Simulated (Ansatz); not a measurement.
Consider the ligand exchange at the Sn–S bond: `C[S][Sn][OH]` + `O[SiH3]` → `[OH][Sn][O][SiH3]` + CH₃SH.

Calculated with Ansatz (gas phase, PBE0-D4/def2-TZVP geometries, no zero-point term in ΔE). CCSD(T)/CBS adds triple-zeta CCSD(T) − MP2 to the extrapolated MP2 energy (def2 sets, frozen cores). This one scheme is used for every species. Functionals use def2-TZVPP. def2 core potentials past Kr. For Sn outer-core shells are correlated without core-valence functions, which leaves a few kJ/mol of doubt a bond. Each species was taken in one conformer, which may not be the lowest.

| species | LC-ωPBE energy (Eh) |
| --- | --- |
| `C[S][Sn][OH]` | -728.19616 |
| `O[SiH3]` | -367.06716 |
| `[OH][Sn][O][SiH3]` | -656.67223 |
| CH₃SH | -438.59338 |

(1) Work out ΔE.

Largest T1 diagnostic among the species: 0.016.

Answers

(1) ΔE = (-656.67223) + (-438.59338) − (-728.19616) − (-367.06716) = -0.00229 Eh = -1.4 kcal/mol. CCSD(T)/CBS gives -0.4 kcal/mol.

Leaving LDA and LC-ωPBE aside and taking each functional with its dispersion term where it has one, the values, not all of them listed here, spread over 4.1 kcal/mol, from CAM-B3LYP-D4 to PBE-D4. LDA lies +0.8 kcal/mol from PBE without D4. At CCSD(T), def2-SVP lies −1.4 kcal/mol from the extrapolated value and def2-TZVPP −0.3 kcal/mol.
